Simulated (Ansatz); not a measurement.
Level of theory: r2SCAN-D4/def2-SVP (Ansatz, an electronic-structure program). No frequencies were computed at this level.

Ansatz 0.2 input:
```yaml
crystal:
  periodic: [false, false, false]
  atoms:
    - { symbol: Cd, position_ang: [-0.207521, -0.389469, 0.46947] }
    - { symbol: O, position_ang: [0.727409, -1.35546, -0.897108] }
    - { symbol: H, position_ang: [1.114832, -2.194016, -0.632595] }
    - { symbol: O, position_ang: [-1.131972, 1.28939, 0.480576] }
    - { symbol: H, position_ang: [-1.521523, 1.552856, 1.318743] }
basis:
  gaussian: { orbitals: def2-svp }
hamiltonian:
  xc: r2scan
  dispersion: d4
relax:
  max_steps: 150
```

Output:

```
[...]
these checks for a lower state are left out or cut short: starts, cluster_reference, orbital_swaps, neighbouring_geometries, increment
710 factors; their error is unknown
mean field -8686.81102304 eV, -319.2344169646 hartree, gradient 1.2e-5 eV, S^2 0.000000; 0 other end points of the search recorded, 0 dependent functions left out
reference -8686.81103582 eV, -319.2344174344 hartree; 19, 19 occupied and 50, 50 virtual orbitals, 710 factors
relax step   4: F+E_penalty+E_count = -8686.82490817 eV  Δ(F+E_penalty+E_count) = -4.129e-2 eV  max|allowed force component| = 5.829e-1 eV/Å  Δτ_max = 0.1952 Å  (34 SCF iters, accepted)
these checks for a lower state are left out or cut short: starts, cluster_reference, orbital_swaps, neighbouring_geometries, increment
710 factors; their error is unknown
mean field -8686.83239220 eV, -319.2352022670 hartree, gradient 2.6e-5 eV, S^2 0.000000; 0 other end points of the search recorded, 0 dependent functions left out
reference -8686.83240499 eV, -319.2352027369 hartree; 19, 19 occupied and 50, 50 virtual orbitals, 710 factors
relax step   5: F+E_penalty+E_count = -8686.84626778 eV  Δ(F+E_penalty+E_count) = -2.136e-2 eV  max|allowed force component| = 8.954e-2 eV/Å  Δτ_max = 0.0309 Å  (28 SCF iters, accepted)
these checks for a lower state are left out or cut short: starts, cluster_reference, orbital_swaps, neighbouring_geometries, increment
710 factors; their error is unknown
mean field -8686.83718200 eV, -319.2353782886 hartree, gradient 1.2e-5 eV, S^2 0.000000; 0 other end points of the search recorded, 0 dependent functions left out
reference -8686.83719482 eV, -319.2353787599 hartree; 19, 19 occupied and 50, 50 virtual orbitals, 710 factors
relax step   6: F+E_penalty+E_count = -8686.85107471 eV  Δ(F+E_penalty+E_count) = -4.807e-3 eV  max|allowed force component| = 4.695e-2 eV/Å  Δτ_max = 0.0457 Å  (28 SCF iters, accepted)
these checks for a lower state are left out or cut short: starts, cluster_reference, orbital_swaps, neighbouring_geometries, increment
710 factors; their error is unknown
mean field -8686.83767205 eV, -319.2353962976 hartree, gradient 2.7e-5 eV, S^2 0.000000; 0 other end points of the search recorded, 0 dependent functions left out
reference -8686.83768489 eV, -319.2353967696 hartree; 19, 19 occupied and 50, 50 virtual orbitals, 710 factors
relax step   7: F+E_penalty+E_count = -8686.85158204 eV  Δ(F+E_penalty+E_count) = -5.073e-4 eV  max|allowed force component| = 1.158e-2 eV/Å  Δτ_max = 0.0137 Å  (29 SCF iters, accepted)
these checks for a lower state are left out or cut short: starts, cluster_reference, orbital_swaps, neighbouring_geometries, increment
710 factors; their error is unknown
mean field evaluation 64: about -8686.8377 eV, gradient 1.3e-1 eV
mean field -8686.83769432 eV, -319.2353971162 hartree, gradient 1.8e-5 eV, S^2 0.000000; 0 other end points of the search recorded, 0 dependent functions left out
reference -8686.83770716 eV, -319.2353975882 hartree; 19, 19 occupied and 50, 50 virtual orbitals, 710 factors
relax step   8: F+E_penalty+E_count = -8686.85160352 eV  Δ(F+E_penalty+E_count) = -2.148e-5 eV  max|allowed force component| = 1.385e-3 eV/Å  Δτ_max = 0.0013 Å  (22 SCF iters, accepted)
these checks for a lower state are left out or cut short: starts, cluster_reference, orbital_swaps, neighbouring_geometries, increment
710 factors; their error is unknown
mean field -8686.83769573 eV, -319.2353971681 hartree, gradient 5.8e-6 eV, S^2 0.000000; 0 other end points of the search recorded, 0 dependent functions left out
reference -8686.83770858 eV, -319.2353976401 hartree; 19, 19 occupied and 50, 50 virtual orbitals, 710 factors
relax step   9: F+E_penalty+E_count = -8686.85160476 eV  Δ(F+E_penalty+E_count) = -1.238e-6 eV  max|allowed force component| = 6.053e-4 eV/Å  Δτ_max = 0.0008 Å  (23 SCF iters, accepted)
these checks for a lower state are left out or cut short: starts, cluster_reference, orbital_swaps, neighbouring_geometries, increment
710 factors; their error is unknown
mean field -8686.83769813 eV, -319.2353972562 hartree, gradient 1.2e-5 eV, S^2 0.000000; 0 other end points of the search recorded, 0 dependent functions left out
reference -8686.83771097 eV, -319.2353977282 hartree; 19, 19 occupied and 50, 50 virtual orbitals, 710 factors
relax step  10: F+E_penalty+E_count = -8686.85160718 eV  Δ(F+E_penalty+E_count) = -2.416e-6 eV  max|allowed force component| = 7.235e-4 eV/Å  Δτ_max = 0.0012 Å  (21 SCF iters, accepted)
these checks for a lower state are left out or cut short: starts, cluster_reference, orbital_swaps, neighbouring_geometries, increment
710 factors; their error is unknown
mean field -8686.83770329 eV, -319.2353974457 hartree, gradient 2.3e-5 eV, S^2 0.000000; 0 other end points of the search recorded, 0 dependent functions left out
reference -8686.83771613 eV, -319.2353979178 hartree; 19, 19 occupied and 50, 50 virtual orbitals, 710 factors
relax step  11: F+E_penalty+E_count = -8686.85161233 eV  Δ(F+E_penalty+E_count) = -5.150e-6 eV  max|allowed force component| = 1.049e-3 eV/Å  Δτ_max = 0.0017 Å  (21 SCF iters, accepted)
these checks for a lower state are left out or cut short: starts, cluster_reference, orbital_swaps, neighbouring_geometries, increment
710 factors; their error is unknown
mean field -8686.83773237 eV, -319.2353985144 hartree, gradient 2.6e-5 eV, S^2 0.000000; 0 other end points of the search recorded, 0 dependent functions left out
reference -8686.83774521 eV, -319.2353989864 hartree; 19, 19 occupied and 50, 50 virtual orbitals, 710 factors
relax step  12: F+E_penalty+E_count = -8686.85164141 eV  Δ(F+E_penalty+E_count) = -2.908e-5 eV  max|allowed force component| = 4.397e-3 eV/Å  Δτ_max = 0.0055 Å  (28 SCF iters, accepted)
these checks for a lower state are left out or cut short: starts, cluster_reference, orbital_swaps, neighbouring_geometries, increment
710 factors; their error is unknown
mean field evaluation 96: about -8686.8378 eV, gradient 7.0e-2 eV
mean field -8686.83777636 eV, -319.2354001311 hartree, gradient 2.6e-5 eV, S^2 0.000000; 0 other end points of the search recorded, 0 dependent functions left out
reference -8686.83778921 eV, -319.2354006032 hartree; 19, 19 occupied and 50, 50 virtual orbitals, 710 factors
relax step  13: F+E_penalty+E_count = -8686.85168538 eV  Δ(F+E_penalty+E_count) = -4.397e-5 eV  max|allowed force component| = 3.076e-3 eV/Å  Δτ_max = 0.0050 Å  (28 SCF iters, accepted)
these checks for a lower state are left out or cut short: starts, cluster_reference, orbital_swaps, neighbouring_geometries, increment
710 factors; their error is unknown
mean field -8686.83786754 eV, -319.2354034818 hartree, gradient 2.6e-5 eV, S^2 0.000000; 0 other end points of the search recorded, 0 dependent functions left out
reference -8686.83788039 eV, -319.2354039540 hartree; 19, 19 occupied and 50, 50 virtual orbitals, 710 factors
relax step  14: F+E_penalty+E_count = -8686.85177659 eV  Δ(F+E_penalty+E_count) = -9.121e-5 eV  max|allowed force component| = 5.740e-3 eV/Å  Δτ_max = 0.0072 Å  (27 SCF iters, accepted)
these checks for a lower state are left out or cut short: starts, cluster_reference, orbital_swaps, neighbouring_geometries, increment
710 factors; their error is unknown
mean field -8686.83805399 eV, -319.2354103337 hartree, gradient 1.3e-5 eV, S^2 0.000000; 0 other end points of the search recorded, 0 dependent functions left out
reference -8686.83806684 eV, -319.2354108060 hartree; 19, 19 occupied and 50, 50 virtual orbitals, 710 factors
relax step  15: F+E_penalty+E_count = -8686.85196308 eV  Δ(F+E_penalty+E_count) = -1.865e-4 eV  max|allowed force component| = 1.032e-2 eV/Å  Δτ_max = 0.0103 Å  (27 SCF iters, accepted)
these checks for a lower state are left out or cut short: starts, cluster_reference, orbital_swaps, neighbouring_geometries, increment
710 factors; their error is unknown
mean field -8686.83841990 eV, -319.2354237806 hartree, gradient 1.1e-5 eV, S^2 0.000000; 0 other end points of the search recorded, 0 dependent functions left out
reference -8686.83843276 eV, -319.2354242532 hartree; 19, 19 occupied and 50, 50 virtual orbitals, 710 factors
relax step  16: F+E_penalty+E_count = -8686.85232909 eV  Δ(F+E_penalty+E_count) = -3.660e-4 eV  max|allowed force component| = 1.853e-2 eV/Å  Δτ_max = 0.0143 Å  (28 SCF iters, accepted)
these checks for a lower state are left out or cut short: starts, cluster_reference, orbital_swaps, neighbouring_geometries, increment
710 factors; their error is unknown
mean field evaluation 128: about -8686.8391 eV, gradient 1.2e-5 eV
mean field -8686.83908932 eV, -319.2354483816 hartree, gradient 1.2e-5 eV, S^2 0.000000; 0 other end points of the search recorded, 0 dependent functions left out
reference -8686.83910220 eV, -319.2354488548 hartree; 19, 19 occupied and 50, 50 virtual orbitals, 710 factors
relax step  17: F+E_penalty+E_count = -8686.85299871 eV  Δ(F+E_penalty+E_count) = -6.696e-4 eV  max|allowed force component| = 3.186e-2 eV/Å  Δτ_max = 0.0192 Å  (28 SCF iters, accepted)
these checks for a lower state are left out or cut short: starts, cluster_reference, orbital_swaps, neighbouring_geometries, increment
710 factors; their error is unknown
mean field -8686.84019221 eV, -319.2354889121 hartree, gradient 1.4e-5 eV, S^2 0.000000; 0 other end points of the search recorded, 0 dependent functions left out
reference -8686.84020512 eV, -319.2354893866 hartree; 19, 19 occupied and 50, 50 virtual orbitals, 710 factors
relax step  18: F+E_penalty+E_count = -8686.85410194 eV  Δ(F+E_penalty+E_count) = -1.103e-3 eV  max|allowed force component| = 5.025e-2 eV/Å  Δτ_max = 0.0244 Å  (27 SCF iters, accepted)
these checks for a lower state are left out or cut short: starts, cluster_reference, orbital_swaps, neighbouring_geometries, increment
710 factors; their error is unknown
mean field -8686.84178209 eV, -319.2355473390 hartree, gradient 1.3e-5 eV, S^2 0.000000; 0 other end points of the search recorded, 0 dependent functions left out
reference -8686.84179506 eV, -319.2355478156 hartree; 19, 19 occupied and 50, 50 virtual orbitals, 710 factors
relax step  19: F+E_penalty+E_count = -8686.85569232 eV  Δ(F+E_penalty+E_count) = -1.590e-3 eV  max|allowed force component| = 7.040e-2 eV/Å  Δτ_max = 0.0289 Å  (28 SCF iters, accepted)
these checks for a lower state are left out or cut short: starts, cluster_reference, orbital_swaps, neighbouring_geometries, increment
710 factors; their error is unknown
mean field -8686.62485835 eV, -319.2275755387 hartree, gradient 1.3e-5 eV, S^2 0.000000; 0 other end points of the search recorded, 0 dependent functions left out
reference -8686.62487157 eV, -319.2275760245 hartree; 19, 19 occupied and 50, 50 virtual orbitals, 710 factors
relax step  20: F+E_penalty+E_count = -8686.63880465 eV  Δ(F+E_penalty+E_count) = +2.169e-1 eV  max|allowed force component| = 1.944e0 eV/Å  Δτ_max = 0.1975 Å  (34 SCF iters, rejected (line search))
these checks for a lower state are left out or cut short: starts, cluster_reference, orbital_swaps, neighbouring_geometries, increment
710 factors; their error is unknown
mean field -8686.84769590 eV, -319.2357646674 hartree, gradient 2.2e-5 eV, S^2 0.000000; 0 other end points of the search recorded, 0 dependent functions left out
reference -8686.84770913 eV, -319.2357651536 hartree; 19, 19 occupied and 50, 50 virtual orbitals, 710 factors
relax step  21: F+E_penalty+E_count = -8686.86160927 eV  Δ(F+E_penalty+E_count) = -5.917e-3 eV  max|allowed force component| = 9.391e-2 eV/Å  Δτ_max = 0.0986 Å  (31 SCF iters, accepted)
these checks for a lower state are left out or cut short: starts, cluster_reference, orbital_swaps, neighbouring_geometries, increment
710 factors; their error is unknown
mean field evaluation 160: about -8686.8635 eV, gradient 2.2e-1 eV
mean field -8686.84974342 eV, -319.2358399123 hartree, gradient 2.6e-5 eV, S^2 0.000000; 0 other end points of the search recorded, 0 dependent functions left out
reference -8686.84975674 eV, -319.2358404021 hartree; 19, 19 occupied and 50, 50 virtual orbitals, 710 factors
relax step  22: F+E_penalty+E_count = -8686.86365525 eV  Δ(F+E_penalty+E_count) = -2.046e-3 eV  max|allowed force component| = 1.428e-2 eV/Å  Δτ_max = 0.0808 Å  (33 SCF iters, accepted)
these checks for a lower state are left out or cut short: starts, cluster_reference, orbital_swaps, neighbouring_geometries, increment
710 factors; their error is unknown
mean field -8686.84980251 eV, -319.2358420840 hartree, gradient 1.3e-5 eV, S^2 0.000000; 0 other end points of the search recorded, 0 dependent functions left out
reference -8686.84981583 eV, -319.2358425736 hartree; 19, 19 occupied and 50, 50 virtual orbitals, 710 factors
relax step  23: F+E_penalty+E_count = -8686.86371413 eV  Δ(F+E_penalty+E_count) = -5.888e-5 eV  max|allowed force component| = 7.621e-3 eV/Å  Δτ_max = 0.0241 Å  (28 SCF iters, accepted)
710 factors; their error is unknown
mean field -8686.84980251 eV, -319.2358420840 hartree, gradient 1.3e-5 eV, S^2 0.000000; 1 other end points of the search recorded, 0 dependent functions left out
reference -8686.84981583 eV, -319.2358425736 hartree; 19, 19 occupied and 50, 50 virtual orbitals, 710 factors
Total energy: -8686.86372745 eV, -319.2363538162 hartree
Atom 0 at    -0.203767    -0.125303    -0.032741 Å, force     0.000156     0.002917    -0.006121 eV/Å
Atom 1 at     0.601377    -1.660375    -0.949739 Å, force    -0.000094    -0.002099     0.007621 eV/Å
Atom 2 at     1.240520    -2.094310    -0.366856 Å, force    -0.000190     0.001494    -0.004120 eV/Å
Atom 3 at    -1.008866     1.506065     0.699377 Å, force    -0.000010    -0.004872     0.006158 eV/Å
Atom 4 at    -1.648039     1.277224     1.389045 Å, force     0.000137     0.002559    -0.003538 eV/Å
Dipole moment:    -0.000025    -0.214013     0.410921 e Å
```

Cost: very roughly 80 core-seconds.
